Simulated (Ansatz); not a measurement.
One change: `OB1OC1Cl` becomes `OB1OC1S`.

Ansatz, PBE0-D4/def2-TZVP geometries, multiplicity 1. Each molecule was computed in one conformer, which needn't be the lowest.

```csv
property,`OB1OC1Cl`
size of the dipole moment (B3LYP/def2-TZVPP) / D,2.17
HOMO energy (PBE0/def2-TZVPP) / eV,-7.89
size of the dipole moment (PBE/def2-TZVPP) / D,2.16
LUMO energy (PBE/def2-TZVPP) / eV,-0.84
"ideal-gas entropy at 298 K and 1 bar (rigid rotor, harmonic PBE0-D4/def2-TZVP) / J/(mol·K)",304
LUMO energy (B3LYP/def2-TZVPP) / eV,-0.25
```

(1) Give the same properties after the change, and the shifts. (An estimate is asked.)

## Answers

(1) Computed: 
```csv
property,`OB1OC1S`,shift
size of the dipole moment (B3LYP/def2-TZVPP) / D,2.52,0.35
HOMO energy (PBE0/def2-TZVPP) / eV,-7.38,0.51
size of the dipole moment (PBE/def2-TZVPP) / D,2.35,0.19
LUMO energy (PBE/def2-TZVPP) / eV,-0.84,0.00
"ideal-gas entropy at 298 K and 1 bar (rigid rotor, harmonic PBE0-D4/def2-TZVP) / J/(mol·K)",311,7
LUMO energy (B3LYP/def2-TZVPP) / eV,-0.30,-0.05
```

With PBE0 the HOMO rises by 0.51 eV and the LUMO falls by 0.08 eV, so the gap narrows by about 0.59 eV. PBE moves the HOMO by 0.36 eV and ωB97M-V by 0.57 eV. The zero-point energy changes by 22.6 kJ/mol with +3 modes. Dipoles are sizes alone; their direction can turn.

B3LYP here is the variant with VWN-RPA as its local correlation; programs differ in this.
